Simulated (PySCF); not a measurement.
CH8N2Si.

```xyz
12

Si    -0.3503    -0.0910     0.0000
C      0.1247     1.7249     0.0000
N      0.2185    -0.7512     1.5108
N      0.2185    -0.7512    -1.5108
H     -1.8194    -0.3415     0.0000
H     -0.2628     2.2347     0.8954
H      1.2226     1.8412     0.0000
H     -0.2628     2.2347    -0.8954
H     -0.0654    -1.6867     1.7886
H      1.1754    -0.5775     1.8070
H     -0.0654    -1.6867    -1.7886
H      1.1754    -0.5775    -1.8070
```
Charge 0, spin multiplicity 1.

Geometry: B3LYP-D3(BJ)/def2-SVP. The values are those of a single conformer.

Level of theory: HF/pcSseg-1 run with PySCF. Non-relativistic, no solvent.

Computed absolute GIAO shielding of each atom: isotropic value and principal components (ppm):
```
atom  σ(iso)    σ11    σ22    σ33  span
----  ------  -----  -----  -----  ----
Si1    416.3  385.0  406.8  457.2  72.2
C2     192.9  183.6  197.5  197.6  14.0
N3     238.2  222.4  229.8  262.3  39.9
N4     238.2  222.4  229.8  262.3  39.9
H5      27.6   24.0   25.7   33.2   9.1
H6      31.5   26.8   28.5   39.1  12.4
H7      31.6   27.8   29.5   37.7   9.9
H8      31.5   26.8   28.5   39.1  12.4
H9      31.0   24.2   26.3   42.5  18.3
H10     31.2   24.5   27.8   41.5  17.0
H11     31.0   24.2   26.3   42.5  18.3
H12     31.2   24.5   27.8   41.5  17.0
```
